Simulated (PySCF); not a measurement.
C₃H₃BrF₂, SMILES FC(F)/C=C\Br.

The structure is a stationary point at B3LYP-D3(BJ)/def2-SVP. The structure was generated by enumeration; whether it is a known compound was not checked. Other conformers were not sampled.

These are TDA-PBE/def2-SVPD (PySCF) values and carry that method's errors.

Vertical excitations. The molecule is in vacuum. State labels are in the subgroup Cs.

Computed excitation energies, oscillator strengths and character:
```csv
state,symmetry,energy (eV),λ (nm),f,main pairs
S1,A",5.33,233,0.000,HOMO−1→LUMO 100 %
S2,A",5.65,220,0.000,HOMO→LUMO+1 99 %
S3,A',5.76,215,0.170,"HOMO→LUMO 77 %, HOMO−3→LUMO 14 %"
S4,A',6.32,196,0.011,HOMO−1→LUMO+1 97 %
S5,A",6.42,193,0.000,HOMO−2→LUMO 99 %
S6,A",6.84,181,0.001,HOMO→LUMO+2 100 %
S7,A',7.14,174,0.039,HOMO−2→LUMO+1 93 %
S8,A",7.14,174,0.012,HOMO→LUMO+3 99 %
S9,A',7.45,166,0.016,HOMO−1→LUMO+2 98 %
S10,A',7.57,164,0.045,"HOMO−4→LUMO 74 %, HOMO−3→LUMO 18 %"
T1,A',4.00,310,0,HOMO→LUMO 95 %
T2,A",5.13,242,0,HOMO→LUMO+1 98 %
T3,A",5.20,238,0,HOMO−1→LUMO 98 %
T4,A',5.66,219,0,HOMO−1→LUMO+1 99 %
```
Triplets are in the Tamm–Dancoff approximation.
